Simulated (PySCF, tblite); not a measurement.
Isomers of C3H11N3OSi3. Computed with GFN2-xTB (tblite): harmonic, unscaled wavenumbers at the GFN2-xTB geometry, gas phase. Against measured fundamentals such values can be off by several per cent, at times by over 20. Modes of hydrogen on silicon can be 10 to 20 % off. One conformer each.

Electronic energies: PBE0/pcSseg-1 single points on the GFN2-xTB geometries (PySCF, gas phase).

```csv
SMILES,"electronic energy, lowest = 0 (kJ/mol)"
C#C[Si@@H]1N[SiH2]CN[Si@@H](O)N1,78.6
C=C[Si@@H]1N[SiH2]N[SiH2]N1C=O,0.0
C#C[C@@H]1N[Si@H](O)N[SiH2]N[SiH2]1,121.7
```

How do GFN2-xTB zero-point energies change the relative energies?

| SMILES | ZPE (kJ/mol) | of it from modes above 1550 cm⁻¹ | electronic (kJ/mol) | with ZPE, lowest = 0 (kJ/mol) | lowest mode (cm⁻¹) | rings |
| --- | --- | --- | --- | --- | --- | --- |
| C=C[Si@@H]1N[SiH2]N[SiH2]N1C=O | 369.4 | 200.8 | 0.0 | 0.0 | 32 | 1 |
| C#C[Si@@H]1N[SiH2]CN[Si@@H](O)N1 | 370.6 | 205.9 | 78.6 | 79.7 | 37 | 1 |
| C#C[C@@H]1N[Si@H](O)N[SiH2]N[SiH2]1 | 365.2 | 201.7 | 121.7 | 117.5 | 33 | 1 |

The zero-point energies span 5.4 kJ/mol, from `C#C[C@@H]1N[Si@H](O)N[SiH2]N[SiH2]1` to `C#C[Si@@H]1N[SiH2]CN[Si@@H](O)N1`. The order is unchanged.

And how do the electronic energies of GFN2-xTB itself compare?

`C=C[Si@@H]1N[SiH2]N[SiH2]N1C=O` 0.0; `C#C[Si@@H]1N[SiH2]CN[Si@@H](O)N1` 110.1; `C#C[C@@H]1N[Si@H](O)N[SiH2]N[SiH2]1` 73.5 kJ/mol, lowest = 0. Against the energies above, taken from the same isomer `C=C[Si@@H]1N[SiH2]N[SiH2]N1C=O`, the largest difference is 48.2 kJ/mol.

What do entropy and thermal enthalpy add at 298.15 K and 1 bar (rigid rotor, harmonic oscillator, one conformer each)?

```tsv
SMILES	point group	symmetry number	S (J/(mol K))	H − H(0) (kJ/mol)	ZPE + H − H(0) − TS (kJ/mol)
C=C[Si@@H]1N[SiH2]N[SiH2]N1C=O	C1	1	498.6	39.63	260.4
C#C[Si@@H]1N[SiH2]CN[Si@@H](O)N1	C1	1	503.9	41.66	262.0
C#C[C@@H]1N[Si@H](O)N[SiH2]N[SiH2]1	C1	1	495.0	40.64	258.3
```
